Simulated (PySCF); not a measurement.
C3H6OSi, SMILES O=C1CC[SiH2]1. Geometry: PBE-D3(BJ)/def2-SVP. The structure was generated by enumeration, and PubChem lists no compound with its InChIKey, so it may never have been made.

Computed equilibrium geometry at PBE-D3(BJ)/def2-SVP (PySCF confirms it by a frequency run) as a Z-matrix:
```
C
H 1 1.1061
H 1 1.1084 2 108.06
C 1 1.5569 2 115.01 3 -126.00
H 4 1.1118 1 116.65 2 103.41
H 4 1.1135 5 106.66 1 126.34
C 4 1.5498 5 112.55 6 117.92
O 7 1.2065 4 129.18 5 -39.84
Si 1 1.9208 2 117.59 3 127.35
H 9 1.5075 1 119.08 2 -111.74
H 9 1.5080 10 108.76 1 -133.81
```
